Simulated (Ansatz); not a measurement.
[PrCl6]3- (PrCl₆³⁻), relaxed as a triplet with UKS PBE0-D4/def2-SVP in Ansatz, starting from the GFN2-xTB geometry. Force threshold 0.03 eV/Å.

In the def2 sets Pr takes a core potential; there is no spin–orbit coupling. With an open 4f shell the SCF may have ended on a state above the lowest. A multiply charged anion in the gas phase is held together partly by the finite basis. Removing one electron lowers the energy by 1.79 eV at PBE0-D4/def2-TZVP, so it isn't bound. The highest occupied level of the charge -3 triplet lies above zero (up to 3.98 eV). By energy differences it is unbound by 3.45 eV (vertical, to the charge -2 doublet, at PBE-D4/def2-TZVP) and held by the finite basis. The relaxation made no stability test and no search for a lower SCF solution. No other spin state of charge -3 was run.

Start:

Cartesian coordinates in Å:
```
Pr 0.000 0.001 -0.002
Cl -1.334 2.111 -1.134
Cl 1.339 -2.099 1.148
Cl -2.182 -1.614 -0.402
Cl 2.183 1.609 0.396
Cl -0.982 0.707 2.457
Cl 0.977 -0.715 -2.464
```

| step | energy (eV) | largest force component (eV/Å) | SCF passes |
| --- | --- | --- | --- |
| 1 | -89162.4512 | 0.456 | 282 |
| 2 | -89162.5257 | 0.018 | 70 |
| 3 | -89162.5257 | 0.007 | 80 |
| 4 | -89162.5258 | 0.001 | 48 |
| 5 | -89162.5258 | 0.000 | 40 |

Force components are those of the run's own axes.

End:

```xyz
7

Pr    0.000    0.000    0.000
Cl   -1.368    2.147   -1.165
Cl    1.368   -2.147    1.165
Cl   -2.229   -1.643   -0.411
Cl    2.229    1.643    0.410
Cl   -1.003    0.730    2.523
Cl    1.003   -0.730   -2.523
```

By distances, no bond broke or formed. The bond that changes most is Pr1–Cl6, from 2.74 to 2.81 Å (atoms count from 1).

The force fell under the threshold at step 2, but the optimiser went on. No frequencies were taken in this run, so the end may be a saddle point.

Run time 2.9 min (4 threads of Arm Neoverse V1 on a shared host), peak host memory 1.4 GiB.
